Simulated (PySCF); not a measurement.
SMILES CS[SiH2][SiH2]O[SiH3] (GFN2-xTB optimised geometry):

```
16

C      2.898    -2.711     0.000
S      1.082    -2.711     0.000
Si     0.727    -0.588     0.000
Si    -1.540    -0.267     0.008
O     -1.612     1.355    -0.009
Si    -2.376     2.786    -0.033
H      3.261    -2.199    -0.886
H      3.217    -3.748    -0.011
H      3.260    -2.218     0.897
H      1.496    -0.090     1.153
H      1.489    -0.092    -1.159
H     -2.279    -0.750    -1.164
H     -2.264    -0.720     1.202
H     -3.131     2.868    -1.280
H     -3.261     2.845     1.128
H     -1.281     3.748     0.036
```

Computed with PBE/def2-TZVP (PySCF).

### Question
What are the frontier orbital energies and the dipole moment?

### Answer
HOMO-2 -7.23 eV, HOMO-1 -6.86 eV, HOMO -5.49 eV, LUMO -1.80 eV, LUMO+1 -0.75 eV; dipole moment 1.01 D.

On the same geometry PBE0/def2-TZVP (PySCF) gives HOMO-2 -8.45 eV, HOMO-1 -8.09 eV, HOMO -6.68 eV, LUMO -0.95 eV, LUMO+1 0.09 eV; dipole moment 1.08 D.

Meta-Löwdin charges at PBE/def2-TZVP: C1 -0.41, S2 -0.18, Si3 0.27, Si4 0.64, O5 -0.81, Si6 0.72, H7 0.13, H8 0.14, H9 0.13, H10 -0.07, H11 -0.07, H12 -0.09, H13 -0.09, H14 -0.11, H15 -0.11, H16 -0.10.
